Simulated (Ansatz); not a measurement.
`CC[Si]N` + H₂ → `N[SiH]` + `CC` at 600 K and 1 bar (hydrogenolysis of the Si–C bond).

Computed with Ansatz on PBE0-D4/def2-TZVP structures; ΔE is electronic, products minus reactants. CCSD(T)/CBS adds triple-zeta CCSD(T) − MP2 to the extrapolated MP2 energy (def2 sets, frozen cores). This one scheme is used for every species. Each species was taken in one conformer, which may not be the lowest.

```json
{"species": "`CC[Si]N`", "CCSD(T)/CBS energy (Eh)": "-424.09714", "H − E (kJ/mol)": "296.3", "S (J/(mol·K))": "401.0"}
{"species": "H₂", "CCSD(T)/CBS energy (Eh)": "-1.17544", "H − E (kJ/mol)": "43.9", "S (J/(mol·K))": "150.8"}
{"species": "`N[SiH]`", "CCSD(T)/CBS energy (Eh)": "-345.56329", "H − E (kJ/mol)": "117.4", "S (J/(mol·K))": "286.7"}
{"species": "`CC`", "CCSD(T)/CBS energy (Eh)": "-79.71954", "H − E (kJ/mol)": "228.8", "S (J/(mol·K))": "274.9"}
```

H − E and S are ideal-gas, rigid-rotor, harmonic terms from PBE0-D4/def2-TZVP, for one conformer and one mirror image of each species. For small species the MP2-based limit differs from directly extrapolated CCSD(T) by up to some mEh (0.8 for H₂); such offsets cancel only in part. 1 Eh = 2625.50 kJ/mol, R = 8.31446 J/(mol·K).

By hand: ΔE, ΔH, ΔS and ΔG.

ΔE = (-345.56329) + (-79.71954) − (-424.09714) − (-1.17544) = -0.01025 Eh = -26.9 kJ/mol. Δ(H − E) = 117.4 + 228.8 − 296.3 − 43.9 = 6.0, so ΔH = -20.9 kJ/mol. ΔS = 286.7 + 274.9 − 401.0 − 150.8 = 9.8 J/(mol·K). ΔG = -20.9 − 600 × (9.8)/1000 = -26.8 kJ/mol.

By hand: the equilibrium constant, and the temperature at which ΔG would vanish if ΔH and ΔS stayed fixed.

log₁₀ K = −ΔG/(RT ln 10) = 2.3. ΔH and −TΔS have one sign here, so there is no such temperature.

The number of gas molecules stays the same, so ΔS is small and ΔH decides. A doubt of 5 kJ/mol in ΔE shifts log₁₀ K by 0.4 here. Other conformers and mirror images would add mixing entropy, several J/(mol·K) or more a flexible species. These are equilibria of isolated gas molecules and say nothing of rates. Largest T1 diagnostic: 0.015 (customary marks: 0.02 for closed shells, 0.045 for open ones).

ΔS is within the doubt of such terms, so its sign, and with it that verdict, could turn.
